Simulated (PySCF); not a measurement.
**Substituent chemical shifts**

Parent skeleton `[O:1]=[CH:2][O:3][SiH2:4][CH:5]([SiH3:6])[SiH3:7]`; one hydrogen on atom 5 is replaced by X. Hydrogens on one atom are averaged.

PySCF 2.14.0 with density-fitted response routines calculation with GIAO PBE0/pcSseg-1 shieldings and GFN2-xTB geometry; no solvent model, fast rotation and ring inversion assumed for equivalent nuclei, single conformer, non-relativistic.

References, each an isolated molecule treated in the same way: 17O (σref 336.08) vs H2O; 13C (σref 186.93), 29Si (σref 349.16), 1H (σref 31.72) against TMS.

Parent (X = H): O1 459.4, C2 167.4, O3 213.2, Si4 -15.9, C5 -12.3, Si6/Si7 -71.7, H(C2) 8.20, H(Si4) 5.07, H(Si6)/H(Si7) 4.06 ppm. Effects are Δδ = δ(X) − δ(H), positive for deshielding.

Task: Give Δδ (ppm) for X = SSiH3, SCH3, CN, CH2NH2.

Result: 
```
     X                              SMILES    O1    C2    O3    Si4     C5  Si6/Si7  H(C2)  H(Si4)  H(Si6)/H(Si7)
 SSiH3  O=CO[SiH2]C([SiH3])([SiH3])S[SiH3]  +4.8  -1.7  +1.9  -14.1   +3.9    +12.7  -0.22   +0.00          +0.20
  SCH3       CSC([SiH3])([SiH3])[SiH2]OC=O  +0.3  -0.6  -0.7   -3.1  +12.8     +5.8  -0.11   -0.19          +0.11
    CN      N#CC([SiH3])([SiH3])[SiH2]OC=O  +0.5  +0.3  -6.3   +1.0   +0.6    +13.1  -0.03   +0.01          +0.24
CH2NH2       NCC([SiH3])([SiH3])[SiH2]OC=O  -5.8  -0.9  +0.4   +6.8  +21.5    -10.5  -0.05   -0.03          -0.05
```

Task: Which position responds most, and to which substituents?

Result: Si6/Si7: from -10.5 ppm with CH2NH2 to +13.1 ppm with CN.

Unscaled 17O shifts of doubly bonded oxygen tend to come out too high, by tens of ppm or more. Experimental scales use liquid or dissolved standards, which lie at an offset from isolated H2O (liquid H2O: subtract about 36 ppm).
